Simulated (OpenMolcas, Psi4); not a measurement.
# GaBH3ClO (SMILES O[B](Cl)[GaH2]): the energy, rung by rung

GaBH3ClO: 7 atoms, total charge 0, spin state singlet. SMILES: `O[B](Cl)[GaH2]`. The shape is that of a PBE0-D4/def2-TZVP optimisation. This is one conformer, not always the lowest.

```xyz
7

O    -0.8455   -1.2291    0.9271
B    -0.0319   -0.6649    0.0179
Cl    0.8990   -1.7362   -1.0705
Ga    0.2024    1.4062   -0.1908
H    -0.8509   -2.1943    0.9059
H    -0.6913    2.2325   -1.1861
H     1.3180    2.1859    0.5965
```

Each level gives the energy change with the B2–Cl3 bond stretched from 1.789 to 2.325 Å (eV). The values are calculated.

```csv
level,kind,program,value (eV),less CCSD(T)/6-31G*
PBE/6-31G* (spherical functions) (restricted),GGA,OpenMolcas,1.08,-0.17
revPBE/6-31G* (spherical functions) (restricted),GGA,OpenMolcas,1.01,-0.24
M06-L/6-31G* (spherical functions) (restricted),meta-GGA,OpenMolcas,1.15,-0.10
B3LYP/6-31G* (spherical functions) (restricted),global hybrid,OpenMolcas,1.09,-0.16
BHLYP/6-31G* (spherical functions) (restricted),global hybrid,OpenMolcas,1.24,-0.01
PBE0/6-31G* (spherical functions) (restricted),global hybrid,OpenMolcas,1.23,-0.02
CCSD(T)/6-31G* (spherical functions) (restricted),coupled cluster or CI,OpenMolcas,1.25,0.00
CCSD/6-31G* (spherical functions) (restricted),coupled cluster or CI,Psi4,1.28,+0.03
```

Differences are taken from CCSD(T)/6-31G* (spherical functions) (restricted) for orientation; it has basis-set and higher-order errors of its own. All-electron rows without a relativistic Hamiltonian named are non-relativistic. The first shape isn't each level's own minimum. The values span 1.01 to 1.28 eV. In the correlated wave-function rows the outer d shell of Ga is correlated, in sets not made for it.
